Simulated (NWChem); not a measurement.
Species: hydronium (H3O cation); SMILES [OH3+]

```xyz
4

O      0.0000     0.0000     0.0788
H      0.6693     0.6693    -0.2074
H      0.2450    -0.9143    -0.2074
H     -0.9143     0.2450    -0.2074
```
Atoms are numbered in this order, from 1.

Coordinates come from a B3LYP/6-31G* (spherical d) optimisation.

**Question.** List the 4 lowest vertical singlet excitations from CAM-B3LYP/def2-SVPD, TDA (NWChem).

**Answer.** 
| state | energy (eV) | oscillator strength | leading excitation (squared amplitude) |
|---|---|---|---|
| S1 | 11.43 | 0.041 | HOMO → LUMO (0.99) |
| S2 | 13.65 | 0.015 | HOMO → LUMO+1 (0.95) |
| S3 | 13.65 | 0.015 | HOMO → LUMO+2 (0.95) |
| S4 | 16.34 | 0.000 | HOMO → LUMO+4 (0.94) |
